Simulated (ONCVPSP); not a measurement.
Debugging a pseudopotential input (ruthenium (Ru), ONCVPSP 4.0.1)

Command:

```bash
oncvpspr.x < Ru.dat > Ru.out
```

Input:

```
# ATOM AND REFERENCE CONFIGURATION
# atsym  z   nc   nv     iexc    psfile
  Ru 44.00    6    3        4      upf
#
#   n    l    f
    1    0    2.00
    2    0    2.00
    2    1    6.00
    3    0    2.00
    3    1    6.00
    3    2   10.00
    4    0    2.00
    4    1    6.00
    4    2    8.00
#
# PSEUDOPOTENTIAL AND OPTIMIZATION
# lmax
    2
#
#   l,   rc,      ep,       ncon, nbas, qcut
    0    1.60    0.00    4    9    8.20
    1    1.05    0.00    4    8    6.70
    2    1.45    0.00    3    6    5.60
#
# LOCAL POTENTIAL
# lloc, lpopt,  rc(5),   dvloc0
    4    5    0.75    2.00
#
# VANDERBILT-KLEINMAN-BYLANDER PROJECTORs
# l, nproj, debl
    0    1    1.30
    1    2    3.70
    2    2    0.90
#
# MODEL CORE CHARGE
# icmod, fcfact, rcfact
    1    0.50    0.00
#
# LOG DERIVATIVE ANALYSIS
# epsh1, epsh2, depsh
    5.00   -4.00    0.02
#
# OUTPUT GRID
# rlmax, drl
    6.00    0.01
#
# TEST CONFIGURATIONS
# ncnf
    4
# nvcnf
#   n    l    f
    4
    4    0    2.00
    4    1    6.00
    4    2    7.00
    5    0    1.00
#
    3
    4    0    2.00
    4    1    6.00
    4    2    7.00
#
    3
    4    0    2.00
    4    1    6.00
    4    2    6.00
#
    3
    4    0    2.00
    4    1    6.00
    4    2    5.00
#
```

This is an input that runs to its end, with one change: epsh1 and epsh2 swapped. The unchanged file is no sound one. Note: ghosts flagged at negative energy: s at -191.7 eV; GHOST(+) flagged for d5/2 at 179.2 eV, d3/2 at 266.6 eV, p3/2 at 325.0 eV. A true bound ghost makes a file unfit for plane-wave use.

How does the run end?

The program refuses the input: "test_data: must have epsh2 > epsh1".

```
ONCVPSP  (Optimized Norm-Conservinng Vanderbilt PSeudopotential)
relativistic version 4.0.1

test_data: must have epsh2 > epsh1
ERROR: test_data found   1 ERROR; stopping
```
